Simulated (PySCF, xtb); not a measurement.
BClH, charge +1, multiplicity 1. Atoms are numbered in the order given.

```xyz
3

B      0.0000     0.0000     1.1246
Cl     0.0000     0.0000    -0.4660
H      0.0000     0.0000     2.2998
```
Charge +1, spin multiplicity 1.

Geometry optimised at ωB97X-D3(BJ)/def2-TZVPD. The spin state was assumed, not searched. The isomer is the one that the SMILES or the coordinates give; other isomers of the formula were not compared.

Level of theory: PySCF 2.14.0 with IEF-PCM-M06-2X/def2-TZVPD.

The values are the electrostatic part of the solvation free energy, E(continuum) − E(gas) at the gas-phase geometry, in a cavity of scaled van der Waals radii (PySCF's table); cavitation and dispersion terms are not included. In vacuum the orbital gap is 11.71 eV.

| solvent | ε | ΔG(elec) (kcal/mol) | gap (eV) |
|---|---|---|---|
| water | 78.36 | -64.9 | 11.72 |
| 1-octanol | 9.86 | -59.1 | 11.72 |
| methanol | 32.61 | -63.7 | 11.72 |

For comparison, GFN2-xTB/ALPB(water) (xtb, at the GFN2-xTB geometry, all terms of that model) gives -62.9 kcal/mol.
